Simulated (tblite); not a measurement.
Compound: GeH₉NOSi₂.
Numbering: `[SiH3:1][O:2][SiH2:3][NH:4][GeH3:5]` (hydrogens: H6, H7, H8 on Si1; H9, H10 on Si3; H11 on N4; H12, H13, H14 on Ge5)

Computed with GFN2-xTB (tblite), gas phase: L-BFGS steps from a force-field or distance-geometry start until the largest atomic force falls under 0.01 eV/Å.

Geometry at step 7:
```
atom  x, y, z in Å
Si1    -2.5460    0.8960   -0.1097
O2     -0.9712    0.8951    0.3397
Si3    -0.2470   -0.3199    1.1418
N4      1.0239   -0.9747    0.1946
Ge5     2.5813   -0.1693   -0.0945
H6     -3.2063    0.4857    1.1314
H7     -2.6272   -0.1362   -1.1433
H8     -2.9058    2.2522   -0.5252
H9     -1.2787   -1.3455    1.3036
H10     0.2040    0.2449    2.4054
H11     0.9775   -1.9710    0.1372
H12     3.5198   -1.1574   -0.6864
H13     2.3528    0.9682   -1.0203
H14     3.1224    0.3316    1.1834
```

**Question.** What forces act on the atoms?

**Answer.** 
```
atom  Fx (eV/Å)  Fy (eV/Å)  Fz (eV/Å)
 Si1      0.245      0.027      0.116
  O2     -0.112      0.069     -0.056
 Si3     -0.345      0.196      0.136
  N4     -0.458     -0.283      0.038
 Ge5      0.270      0.216     -0.265
  H6     -0.308      0.065     -0.145
  H7     -0.223      0.123     -0.053
  H8      0.195     -0.148      0.032
  H9      0.274     -0.227      0.103
 H10      0.032      0.095      0.056
 H11      0.133     -0.284     -0.105
 H12      0.074     -0.149     -0.099
 H13      0.017      0.132     -0.098
 H14      0.204      0.168      0.340
```

The largest, 0.54 eV/Å, acts on N4; the rms over all components is 0.190 eV/Å. The forces sum to zero within rounding, as they must for an isolated molecule in no field.

**Question.** Give the force on N4 in Eh/bohr and in nN.

**Answer.** 0.540 eV/Å ÷ 51.422 = 0.01050 Eh/bohr, and 0.540 eV/Å × 1.602 = 0.86 nN.

**Question.** How far is this geometry from the end of the optimisation?

**Answer.** 0.370 eV above it, and 1.000 Å rms away after alignment. The bonds farthest from their final lengths, with half the difference of the two atoms' forces along the bond (positive lengthens):

| bond | now (Å) | final (Å) | force along bond (eV/Å) |
| --- | --- | --- | --- |
| N4–Ge5 | 1.777 | 1.810 | +0.46 |
| Ge5–H13 | 1.484 | 1.505 | -0.06 |
| Si1–O2 | 1.638 | 1.618 | -0.20 |
| Ge5–H14 | 1.475 | 1.493 | +0.24 |
| Si3–N4 | 1.715 | 1.732 | +0.08 |
| Ge5–H12 | 1.486 | 1.501 | +0.03 |

The angle farthest from its final value is Si1–O2–Si3, 124.3° against 149.3°.

Of the 6 listed bonds off by 0.010 Å or more, this force points towards the final length in 5.

The cost below is that of the whole relaxation. The run took 0.91 s wall on Arm Neoverse V2, one thread, shared host with 96 logical CPUs at a one-minute load of 13.
